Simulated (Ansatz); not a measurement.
A search over several starts for the lowest SCF solution of (F2B-mu-H)2 (B2H2F4) at the given spin, in a small basis.

```yaml
crystal:
  periodic: [false, false, false]
  atoms:
    - {symbol: B, position_ang: [-0.564729, -0.149728, 0.686176]}
    - {symbol: F, position_ang: [-1.275211, -1.272400, 0.719738]}
    - {symbol: F, position_ang: [-0.677975, 0.754539, 1.653535]}
    - {symbol: H, position_ang: [0.749787, -0.459080, 0.516933]}
    - {symbol: B, position_ang: [0.564738, 0.149723, -0.686171]}
    - {symbol: F, position_ang: [0.677981, -0.754523, -1.653550]}
    - {symbol: F, position_ang: [1.275196, 1.272411, -0.719727]}
    - {symbol: H, position_ang: [-0.749788, 0.459059, -0.516933]}
basis:
  gaussian: {orbitals: def2-SVP, initial_orbitals: start.molden}
hamiltonian: {xc: pbe0, dispersion: d4}
output: {orbitals: {seedname: orbitals}}
```

The file start.molden holds the orbitals of an earlier run on this structure, at another level or in another basis.

```sh
$ ansatz run in.yaml --threads 4 --pin off --events-out ev --progress --plain --max-ram 3916MiB
```

Shortened log:

```
Functional definition: PBE0
1016 factors; their error is unknown
mean field evaluation 1: about -12236.7773 eV, gradient 9.5e-2 eV
mean field evaluation 2: about -12236.8006 eV, gradient 4.7e-4 eV
mean field evaluation 4: about -12236.8006 eV, gradient 4.9e-6 eV
mean field evaluation 8: about -12236.7769 eV, gradient 4.7e-1 eV
mean field evaluation 16: about -12236.8006 eV, gradient 3.8e-5 eV
mean field -12236.80055894 eV, -449.6941261398 hartree, gradient 4.9e-6 eV, S^2 0.000000; 1 other end points of the search recorded, 0 dependent functions left out
reference -12236.80058011 eV, -449.6941269179 hartree; 24, 24 occupied and 70, 70 virtual orbitals, 1016 factors
Total energy: -12236.89567294 eV, -449.6976215146 hartree
```

It took 0.75 s on 4 threads of Arm Neoverse V2 on a shared host.
